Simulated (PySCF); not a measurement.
GeH₇NSi₂, SMILES [SiH2]1[SiH2][NH][GeH2]1. Atoms are numbered in the order given.

```xyz
11

N     -1.3847     0.1789     0.0000
Si    -0.5918     1.7346     0.0000
Si     1.4779     0.6339     0.0000
Ge    -0.0887    -1.1561     0.0000
H     -2.3860     0.0139     0.0000
H     -0.8806     2.5832     1.1986
H     -0.8806     2.5832    -1.1986
H      2.3246     0.7563    -1.2209
H      2.3246     0.7563     1.2209
H     -0.1880    -2.0542    -1.2492
H     -0.1880    -2.0542     1.2492
```

Geometry: ωB97X-D3(BJ)/def2-SVP. The structure was generated by enumeration, and PubChem lists no compound with its InChIKey, so it may never have been made.

Level of theory: PySCF with KT2/pcSseg-1.

GIAO shieldings, no solvent; atoms alike by connectivity are averaged. δ = σ(ref) − σ: ¹⁵N against NH3 (σ = 266.2 ppm); ²⁹Si against TMS (σ = 361.9 ppm); ⁷³Ge against GeH4 (σ = 1669.3 ppm); ¹H against TMS (σ = 31.47 ppm), references at their B3LYP-D3(BJ)/def2-TZVP geometries, non-relativistic.

Estimate the chemical shifts. (Estimate from the structure and the level; the computed values follow.)


| nucleus | atoms | count | δ (ppm) |
|---|---|---|---|
| ¹⁵N | N1 | 1 | 27.2 |
| ²⁹Si | Si2 | 1 | -12.4 |
| ²⁹Si | Si3 | 1 | -79.9 |
| ⁷³Ge | Ge4 | 1 | 289.8 |
| ¹H | H6, H7 | 2 | 6.20 |
| ¹H | H10, H11 | 2 | 6.15 |
| ¹H | H8, H9 | 2 | 4.45 |
| ¹H | H5 | 1 | -0.31 |
